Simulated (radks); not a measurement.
Values are calculated unless marked as measured or tabulated.
Sr III, configuration [Ar] 3d10 4s1 4p6 4d1 (not the ground configuration). Code: a radial shooting solver on a logarithmic mesh with Libxc functionals. Model: scalar-relativistic Kohn-Sham, exchange-only PBE, spin-polarised, spherical densities, point nucleus; open shells are filled with parallel spins first (spin-orbit coupling, left out, can overturn this in heavy ions).

Radial electron density D(r) = 4 pi r^2 rho(r):

```
   r/bohr * D(r) (the largest magnitude, 57.2, reaches the edge; | marks zero)
 0.001321 |*
 0.001514 |*
 0.001748 | *
 0.002003 | *
 0.002295 |  *
  0.00265 |  *
 0.003037 |   *
 0.003507 |    *
 0.004018 |     *
 0.004603 |       *
 0.005316 |         *
 0.006091 |           *
 0.006978 |              *
 0.008059 |                 *
 0.009233 |                     *
  0.01058 |                        *
  0.01222 |                            *
    0.014 |                                *
  0.01616 |                                    *
  0.01852 |                                        *
  0.02122 |                                           *
   0.0245 |                                            *
  0.02807 |                                             *
  0.03216 |                                            *
  0.03714 |                                          *
  0.04255 |                                        *
  0.04875 |                                      *
   0.0563 |                                     *
  0.06451 |                                      *
   0.0745 |                                         *
  0.08535 |                                              *
  0.09778 |                                                  *
   0.1129 |                                                      *
   0.1294 |                                                      *
   0.1482 |                                                   *
   0.1712 |                                            *
   0.1961 |                                      *
   0.2265 |                                *
   0.2595 |                               *
   0.2973 |                                 *
   0.3433 |                                     *
   0.3934 |                                       *
   0.4507 |                                     *
   0.5205 |                               *
   0.5963 |                       *
   0.6832 |                *
    0.789 |          *
   0.9039 |       *
    1.044 |      *
    1.196 |      *
     1.37 |     *
    1.582 |    *
    1.813 |   *
    2.077 |  *
    2.399 |*
    2.748 |*
    3.149 *
    3.636 *
    4.166 *
    4.811 *
    5.512 *
    6.315 *
    7.294 *
    8.356 *
```

D(r) has 3 maxima, at r = 0.0276, 0.122, 0.397 bohr, and minima at 0.0563, 0.253 bohr, inside which lie 2.06, 11.06 electrons.
